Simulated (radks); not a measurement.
Values are calculated unless marked as measured or tabulated.
The tellurium ion Te2+, configuration [Kr] 4d10 5s2 5p2. Level of theory: scalar-relativistic Kohn-Sham, exchange-only LDA, spin-polarised, spherical densities, finite nucleus; open shells are filled with parallel spins first (spin-orbit coupling, left out, can overturn this in heavy ions); Fermi nuclear charge, rms radius 4.7423 fm (a radial shooting solver on a logarithmic mesh with Libxc functionals).

Normalised radial functions P(r) = r R(r), r in bohr:

| r | 5s down | 5d up |
|---|---|---|
| 0.0009624 | 0.0226 | 0.0000 |
| 0.001294 | 0.0291 | 0.0000 |
| 0.00174 | 0.0374 | 0.0000 |
| 0.002358 | 0.0478 | 0.0000 |
| 0.00317 | 0.0600 | 0.0000 |
| 0.004262 | 0.0740 | 0.0000 |
| 0.00573 | 0.0892 | 0.0001 |
| 0.007765 | 0.1042 | 0.0002 |
| 0.01044 | 0.1150 | 0.0005 |
| 0.01404 | 0.1172 | 0.0011 |
| 0.01887 | 0.1039 | 0.0024 |
| 0.02558 | 0.0662 | 0.0053 |
| 0.03439 | 0.0019 | 0.0110 |
| 0.04623 | -0.0832 | 0.0217 |
| 0.06216 | -0.1632 | 0.0405 |
| 0.08424 | -0.1898 | 0.0705 |
| 0.1133 | -0.1110 | 0.1084 |
| 0.1523 | 0.0706 | 0.1431 |
| 0.2047 | 0.2512 | 0.1499 |
| 0.2775 | 0.2501 | 0.0969 |
| 0.373 | -0.0153 | -0.0221 |
| 0.5015 | -0.3511 | -0.1668 |
| 0.6743 | -0.3970 | -0.2508 |
| 0.9066 | -0.0095 | -0.1996 |
| 1.229 | 0.5471 | -0.0041 |
| 1.652 | 0.8284 | 0.2590 |
| 2.221 | 0.7125 | 0.4945 |
| 2.986 | 0.3939 | 0.5940 |
| 4.047 | 0.1310 | 0.4976 |
| 5.441 | 0.0250 | 0.2862 |
| 7.315 | 0.0023 | 0.1055 |
| 9.835 | 0.0001 | 0.0222 |

5s down: eigenvalue -30.493 eV, 4 radial nodes at r = 0.0346, 0.137, 0.368, 0.911 bohr, <r> = 1.97 bohr, 90 % of the charge inside 2.85 bohr. 5d up (empty): eigenvalue -10.174 eV, 2 radial nodes at r = 0.356, 1.23 bohr, <r> = 3.50 bohr, 90 % of the charge inside 5.20 bohr.
